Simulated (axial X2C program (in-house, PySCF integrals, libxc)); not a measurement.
## Excited states of LaN by EOM-EE-CCSD

Calculated with an in-house all-electron X2C program for linear molecules (integrals from PySCF): two-component X2C with atomic mean-field Coulomb and Gaunt terms, Gaussian nuclei, basis La dyall-cv3z, N dyall-av3z with contracted cores.

R = 1.802 Å (near the PBE0 minimum at charge 0 of the determinant lowest at the starting distance; the state shown can have its own minimum elsewhere).

Vertical excitation energies from the closed-shell determinant state of LaN:

```json
{"Ω": "0⁻", "excitation (eV)": "1.270", "cm⁻¹": "10243", "hole of the leading pair": "43% N pσ, 33% La dσ, 12% La pσ", "particle of the leading pair": "67% La sσ, 15% La pσ, 8% N pσ", "weight of the pair (for Ω = 0 its time-reversed partner can hold as much again)": "0.46", "singles weight": "0.93"}
{"Ω": "1", "excitation (eV)": "1.270", "cm⁻¹": "10245", "hole of the leading pair": "43% N pσ, 33% La dσ, 12% La pσ", "particle of the leading pair": "67% La sσ, 15% La pσ, 8% N pσ", "weight of the pair (for Ω = 0 its time-reversed partner can hold as much again)": "0.93", "singles weight": "0.93"}
{"Ω": "0⁺", "excitation (eV)": "1.494", "cm⁻¹": "12050", "hole of the leading pair": "44% N pσ, 33% La dσ, 12% La pσ", "particle of the leading pair": "66% La sσ, 18% La pσ, 8% N pσ", "weight of the pair (for Ω = 0 its time-reversed partner can hold as much again)": "0.46", "singles weight": "0.92"}
{"Ω": "2", "excitation (eV)": "2.227", "cm⁻¹": "17964", "hole of the leading pair": "63% N pπ, 29% La dπ", "particle of the leading pair": "68% La sσ, 12% La pσ, 9% N pσ", "weight of the pair (for Ω = 0 its time-reversed partner can hold as much again)": "0.91", "singles weight": "0.92"}
{"Ω": "1", "excitation (eV)": "2.243", "cm⁻¹": "18094", "hole of the leading pair": "63% N pπ, 29% La dπ", "particle of the leading pair": "68% La sσ, 13% La pσ, 9% N pσ", "weight of the pair (for Ω = 0 its time-reversed partner can hold as much again)": "0.63", "singles weight": "0.92"}
{"Ω": "0⁻", "excitation (eV)": "2.268", "cm⁻¹": "18292", "hole of the leading pair": "64% N pπ, 28% La dπ", "particle of the leading pair": "68% La sσ, 12% La pσ, 9% N pσ", "weight of the pair (for Ω = 0 its time-reversed partner can hold as much again)": "0.45", "singles weight": "0.92"}
{"Ω": "0⁺", "excitation (eV)": "2.269", "cm⁻¹": "18299", "hole of the leading pair": "63% N pπ, 28% La dπ", "particle of the leading pair": "68% La sσ, 12% La pσ, 9% N pσ", "weight of the pair (for Ω = 0 its time-reversed partner can hold as much again)": "0.45", "singles weight": "0.92"}
{"Ω": "1", "excitation (eV)": "2.352", "cm⁻¹": "18971", "hole of the leading pair": "64% N pπ, 28% La dπ", "particle of the leading pair": "68% La sσ, 14% La pσ, 9% N pσ", "weight of the pair (for Ω = 0 its time-reversed partner can hold as much again)": "0.64", "singles weight": "0.91"}
{"Ω": "1", "excitation (eV)": "2.469", "cm⁻¹": "19916", "hole of the leading pair": "43% N pσ, 34% La dσ, 12% La pσ", "particle of the leading pair": "95% La dδ", "weight of the pair (for Ω = 0 its time-reversed partner can hold as much again)": "0.93", "singles weight": "0.93"}
{"Ω": "2", "excitation (eV)": "2.531", "cm⁻¹": "20416", "hole of the leading pair": "43% N pσ, 34% La dσ, 12% La pσ", "particle of the leading pair": "95% La dδ", "weight of the pair (for Ω = 0 its time-reversed partner can hold as much again)": "0.78", "singles weight": "0.93"}
```

This point took 56 s on 1 thread of Arm Neoverse V2, on a shared host.

Reference electrons by ω block (each with its −ω partner): 1/2: 21, 3/2: 9, 5/2: 2. 16 electrons of LaN correlated (inner shells frozen), 88 natural virtual spinors (a truncated set); levels can be off by some tenths of an eV. Roots sought by Ω: (0: 5, 1: 4, 2: 3, 3: 1); the list ends where they run out and leaves out roots under 60 % singles weight. The solver can skip a root, and states that need a further excitation, which the method places far too high, are missing though they may lie low or lowest. T1 of the reference 0.025 (Lee–Taylor). Number of frozen shells: La 4 s, 3 p, 2 d; N 1 s.
